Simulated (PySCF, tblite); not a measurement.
Isomers of C5H15NSi, one GFN2-xTB conformer each. Single-point energies are computed at PBE0/pcSseg-1 (PySCF, gas phase, no added dispersion term), electronic only.

```
             SMILES  GFN2-xTB relative energy (kcal/mol)
   CNC(C)(C)[SiH2]C                                 28.7
     C[SiH2]NCC(C)C                                  1.5
CC[C@@H](C)N[SiH2]C                                  0.0
     CCN[SiH2]C(C)C                                  5.4
```

Conformers: `[CH3:1][NH:2][C:3]([CH3:4])([CH3:5])[SiH2:6][CH3:7]` with C1–N2–C3–C4 69°, N2–C3–Si6–C7 59°; `[CH3:1][SiH2:2][NH:3][CH2:4][CH:5]([CH3:6])[CH3:7]` with C1–Si2–N3–C4 -178°, Si2–N3–C4–C5 -78°, N3–C4–C5–C6 176°; `[CH3:1][CH2:2][C@@H:3]([CH3:4])[NH:5][SiH2:6][CH3:7]` with C1–C2–C3–C4 174°, C2–C3–N5–Si6 144°, C3–N5–Si6–C7 -178°; `[CH3:1][CH2:2][NH:3][SiH2:4][CH:5]([CH3:6])[CH3:7]` with C1–C2–N3–Si4 -81°, C2–N3–Si4–C5 -53°, N3–Si4–C5–C6 -56°.

Q: What does PBE0/pcSseg-1 give for the same structures?

A: 
| SMILES | PBE0/pcSseg-1 E (Eh) | PBE0/pcSseg-1 (kcal/mol) | GFN2-xTB (kcal/mol) | point group |
| --- | --- | --- | --- | --- |
| CC[C@@H](C)N[SiH2]C | -543.35828 | 0.0 | 0.0 | C1 |
| C[SiH2]NCC(C)C | -543.35579 | 1.6 | 1.5 | C1 |
| CCN[SiH2]C(C)C | -543.34807 | 6.4 | 5.4 | C1 |
| CNC(C)(C)[SiH2]C | -543.32277 | 22.3 | 28.7 | C1 |

Both levels put the same isomer lowest; measured from each level's own lowest isomer, the values differ by up to 6.4 kcal/mol (CNC(C)(C)[SiH2]C: 28.7 against 22.3). Neighbours under 2.5 kcal/mol apart (CC[C@@H](C)N[SiH2]C and C[SiH2]NCC(C)C) can change places with a better method, another conformer or zero-point energy.

Q: Which frontier levels, dipoles and rotational constants go with these structures?

A: 
```tsv
SMILES	HOMO (eV, PBE0/pcSseg-1)	LUMO (eV)	dipole (D)	A, B, C (MHz)
CC[C@@H](C)N[SiH2]C	-6.56	1.11	0.94	3028, 1158, 937.0
C[SiH2]NCC(C)C	-6.56	1.07	0.96	4730, 909.1, 855.2
CCN[SiH2]C(C)C	-6.61	1.08	1.00	3539, 1091, 1029
CNC(C)(C)[SiH2]C	-6.17	1.12	0.95	2758, 1486, 1292
```

Q: What happens when harmonic zero-point energies from GFN2-xTB frequencies are added?

A: 
```
             SMILES  ZPE (kcal/mol)  electronic (kcal/mol)  with ZPE (kcal/mol)
CC[C@@H](C)N[SiH2]C           119.3                    0.0                  0.0
     C[SiH2]NCC(C)C           119.5                    1.6                  1.8
     CCN[SiH2]C(C)C           120.0                    6.4                  7.0
   CNC(C)(C)[SiH2]C           118.8                   22.3                 21.7
```

The zero-point energies span 1.2 kcal/mol. The order is unchanged.
